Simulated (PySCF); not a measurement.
CH$_{4}$B, CH$_{5}$AlBO (calculated)

Computed with PySCF 2.14.0. Calculation on a computer-drawn molecule: the log of a Hartree-Fock and frozen-core CCSD(T) single point meant for a local Hartree-Fock minimum, with one planted fault or none, to be diagnosed. Offsets are logged minus clean, where the clean run is the same molecule without the fault. The reference is restricted for singlets and unrestricted otherwise, and also for a bond in bohr or an excited solution. Adding or removing an electron swaps singlet and doublet. The excited solution moves the top pair (singlet) or top alpha electron (doublet) to the lowest empty orbital. Highest occupied and lowest empty are orbital energies over both spins, largest force is the largest gradient component, triples share is (T) over the correlation energy, the T1 limit is 0.02 restricted and 0.045 unrestricted, electrons count all cores, a negative frequency is imaginary (commonest isotopes), and the dipole is about the centre of nuclear charge.

Common to all runs: logged SCF converged yes; logged CC converged yes; logged SCF stable within its kind yes; possible faults no fault, one electron removed, one electron added, multiplicity raised by two, geometry at a saddle point, SCF held on an excited solution, minimal basis STO-3G, one bond length entered in bohr, all coordinates scaled.

```yaml
- entry: 1
  formula: CH4B
  logged_structure:
    atoms_angstrom:
      - [B, 0.0094, 0.6607, 1.7598]
      - [C, -1.3985, 0.1631, 1.3925]
      - [H, 0.9061, -0.1212, 1.9252]
      - [H, 0.2251, 1.8357, 1.8849]
      - [H, -1.6375, -0.8893, 1.2698]
      - [H, -2.2376, 0.8344, 1.234]
  given:
    meant_charge: 0
    meant_multiplicity: 2
    meant_basis: cc-pVDZ
    logged_electrons: 14
    logged_basis_functions: 48
    logged_spin_squared: 0.0
    "logged_highest_occupied [eV]": -19.407
    "logged_lowest_empty [eV]": -8.3271
    "logged_largest_force [hartree/bohr]": 0.083362
    logged_T1_diagnostic: 0.0055099
    logged_D1_diagnostic: 0.010258
    logged_triples_share: 0.016915
    "logged_dipole_magnitude [debye]": 2.6851
    "logged_energy_HF [hartree]": -64.47875
    "logged_energy_CCSD(T) [hartree]": -64.69546
    drawn_bonds_atom: [1, 1, 1, 2, 2]
    drawn_bonds_other_atom: [2, 3, 4, 5, 6]
    drawn_bonds_order: [1, 1, 1, 1, 1]
  results: {}
- entry: 2
  formula: CH5AlBO
  logged_structure:
    atoms_angstrom:
      - [B, -1.6897, 0.3233, -0.9677]
      - [C, -0.4261, 1.2731, -0.802]
      - [Al, -1.2448, 4.7835, -1.0513]
      - [O, -1.5665, 6.3437, -1.155]
      - [H, -2.0064, -0.0386, -2.0597]
      - [H, -2.3247, 0.0252, -0.0025]
      - [H, 0.3253, 1.1315, -1.5887]
      - [H, 0.0488, 1.1919, 0.1836]
      - [H, -1.7485, 7.2664, -1.2162]
  given:
    meant_charge: 1
    meant_multiplicity: 1
    meant_basis: "cc-pV(D+d)Z"
    logged_electrons: 36
    logged_basis_functions: 90
    logged_spin_squared: 0.9162
    "logged_highest_occupied [eV]": -15.256
    "logged_lowest_empty [eV]": -6.7547
    "logged_largest_force [hartree/bohr]": 0.038297
    logged_T1_diagnostic: 0.033688
    logged_D1_diagnostic: 0.18069
    logged_triples_share: 0.025361
    "logged_dipole_magnitude [debye]": 4.4591
    "logged_energy_HF [hartree]": -381.94835
    "logged_energy_CCSD(T) [hartree]": -382.42259
    drawn_bonds_atom: [1, 2, 3, 1, 1, 2, 2, 4]
    drawn_bonds_other_atom: [2, 3, 4, 5, 6, 7, 8, 9]
    drawn_bonds_order: [1, 1, 1, 1, 1, 1, 1, 1]
  results: {}
```

To be estimated
1. Give the missing planted fault for CH$_{4}$B (entry 1).
2. Give the missing planted fault for CH$_{5}$AlBO (entry 2).

Calculated values
1. one electron removed
2. one bond length entered in bohr, row 2 of the drawn bonds

Further results for CH$_{4}$B (entry 1):

- HF energy offset from clean run: 220 kcal/mol
- CCSD(T) energy offset from clean run: 236.2 kcal/mol

Further results for CH$_{5}$AlBO (entry 2):

* HF energy offset from clean run: 58.74 kcal/mol
* CCSD(T) energy offset from clean run: 77.33 kcal/mol
